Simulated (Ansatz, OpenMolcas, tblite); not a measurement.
**CH5AsSi (SMILES C1[SiH2][AsH]1): the dipole moment, rung by rung**

The species is CH5AsSi (8 atoms), meant as a singlet with charge 0. SMILES: `C1[SiH2][AsH]1`. The shape is that of a PBE0-D4/def2-TZVP optimisation.

Quantity: the dipole moment, in D. The values are calculated.

```json
{"level": "GFN1-xTB", "kind": "semi-empirical", "program": "tblite", "value (D)": "1.14", "CPU time": "under 2 s"}
{"level": "IPEA1-xTB", "kind": "semi-empirical", "program": "tblite", "value (D)": "1.27", "CPU time": "under 2 s"}
{"level": "HF/def2-SVP", "kind": "Hartree–Fock", "program": "Ansatz", "value (D)": "1.30", "CPU time": "7.2 s"}
{"level": "SVWN5/def2-SVP", "kind": "LDA", "program": "OpenMolcas", "value (D)": "0.92", "CPU time": "33 s"}
{"level": "PBE/def2-SVP", "kind": "GGA", "program": "OpenMolcas", "value (D)": "0.87", "CPU time": "47 s"}
{"level": "M06-L/def2-SVP", "kind": "meta-GGA", "program": "OpenMolcas", "value (D)": "0.82", "CPU time": "59 s"}
{"level": "BHLYP/def2-SVP", "kind": "global hybrid", "program": "OpenMolcas", "value (D)": "1.03", "CPU time": "40 s"}
```

All-electron rows without a relativistic Hamiltonian named are non-relativistic. The values span 0.82 to 1.30 D. Magnitudes only. Times are those of the runs behind each value, whatever else they computed, on shared processors of several kinds: orders of magnitude only.
